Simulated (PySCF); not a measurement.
## N: excitation energy

N [He] 2s2 2p3 (4S) → N [He] 2s1 2p4, s spin flipped, as a difference of total energies. Calculation: PySCF 2.14, in aug-cc-pwCVTZ (7s6p4d2f, 59 functions); the non-relativistic Hamiltonian (point nucleus). Correlated levels: valence: 1s2 frozen. The calculations carry no spin-orbit coupling.

```
           method  excitation energy (eV)
              UHF                  18.591
    MP2 (valence)                  16.610
SCS-MP2 (valence)                  16.193
```

Task: How much does correlation contribute at MP2 (valence)?

Result: 16.610 − (18.591) = -1.981 eV, measured against UHF.

The upper determinant mixes two multiplicities, so it lies between the two terms.

The upper state lies above the first ionisation limit, where it may autoionise and the basis confines it.

The coupled-cluster amplitudes are large for the upper state (T1 above 0.03 or a double amplitude above 0.15), so a single reference is strained.
